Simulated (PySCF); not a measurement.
Ge(F)3(nBu), C₄H₉F₃Ge, SMILES CCC[CH2][Ge]([F])([F])[F] (GFN2-xTB optimised geometry):

```
17

C     -1.488    -1.650     5.327
C     -1.861    -2.175     3.946
C     -1.181    -1.363     2.843
C     -1.561    -1.895     1.467
Ge    -0.697    -0.850     0.000
F     -1.058    -1.293    -1.638
F     -1.036     0.850     0.000
F      1.036    -0.850     0.000
H     -1.982    -2.233     6.100
H     -1.790    -0.611     5.436
H     -0.414    -1.713     5.483
H     -2.945    -2.124     3.818
H     -1.564    -3.222     3.862
H     -1.477    -0.315     2.929
H     -0.097    -1.413     2.972
H     -1.249    -2.932     1.344
H     -2.638    -1.836     1.305
```

Method: CAM-B3LYP/def2-SVP run with PySCF 2.14.0.

Question: What are the frontier orbital energies and the dipole moment?

Answer: HOMO-2 -11.65 eV, HOMO-1 -11.33 eV, HOMO -10.71 eV, LUMO 0.83 eV, LUMO+1 2.09 eV; dipole moment 4.92 D.

Meta-Löwdin charges at CAM-B3LYP/def2-SVP: C1 -0.28, C2 -0.15, C3 -0.15, C4 -0.35, Ge5 1.41, F6 -0.45, F7 -0.46, F8 -0.46, H9 0.10, H10 0.09, H11 0.09, H12 0.09, H13 0.09, H14 0.09, H15 0.09, H16 0.12, H17 0.12.
